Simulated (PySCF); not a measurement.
# Correlation energy of Nb (niobium, neutral)

[Kr] 4d4 5s1, high-spin 6D determinant. Computed with PySCF 2.14 in aug-cc-pwCVDZ-PP with ECP28MDF (6s6p5d3f, 70 functions), with scalar relativity through the core potential. Frozen: 4s2 4p6; 5 electrons correlated.

```tsv
level	correlation energy (mhartree)
CCSD	-59.25
(T)	-1.36
CCSD(T)	-60.61
```

Diagnostics: T1 = 0.011, D1 = 0.0274, largest double amplitude 0.021.

Cost of the coupled-cluster step: roughly 5 core-seconds, for 5 correlated electrons.

Iterations:

```
CC2 = 0
CCSD nocc = (np.int64(5), np.int64(0)), nmo = (66, 66)
frozen orbitals [[0, 1, 2, 3], [0, 1, 2, 3]]
max_cycle = 100
direct = 0
conv_tol = 1e-08
conv_tol_normt = 1e-06
diis_space = 8
diis_start_cycle = 0
Init t2, MP2 energy = -0.0500129426394469
Init E_corr(UCCSD) = -0.0500129426433081
cycle = 1  E_corr(UCCSD) = -0.0571581957246017  dE = -0.00714525308  norm(t1,t2) = 0.0351369
cycle = 2  E_corr(UCCSD) = -0.0585144203364678  dE = -0.00135622461  norm(t1,t2) = 0.0148357
cycle = 3  E_corr(UCCSD) = -0.0592987536047602  dE = -0.000784333268  norm(t1,t2) = 0.00787083
cycle = 4  E_corr(UCCSD) = -0.0592372226061161  dE = 6.15309986e-05  norm(t1,t2) = 0.00134872
cycle = 5  E_corr(UCCSD) = -0.0592519507260836  dE = -1.472812e-05  norm(t1,t2) = 0.000419967
cycle = 6  E_corr(UCCSD) = -0.0592519875662372  dE = -3.68401536e-08  norm(t1,t2) = 0.000132867
cycle = 7  E_corr(UCCSD) = -0.0592521730784168  dE = -1.8551218e-07  norm(t1,t2) = 4.46659e-05
cycle = 8  E_corr(UCCSD) = -0.0592522834971678  dE = -1.10418751e-07  norm(t1,t2) = 1.54733e-05
cycle = 9  E_corr(UCCSD) = -0.0592521562211535  dE = 1.27276014e-07  norm(t1,t2) = 4.74002e-06
cycle = 10  E_corr(UCCSD) = -0.0592521681420304  dE = -1.19208769e-08  norm(t1,t2) = 1.58911e-06
cycle = 11  E_corr(UCCSD) = -0.0592521576814162  dE = 1.04606142e-08  norm(t1,t2) = 7.08002e-07
cycle = 12  E_corr(UCCSD) = -0.0592521657147142  dE = -8.03329799e-09  norm(t1,t2) = 2.66444e-07
UCCSD converged
E(UCCSD) = -56.20770930077287  E_corr = -0.05925216571471421
UCCSD(T) correction = -0.00135956723398762
```
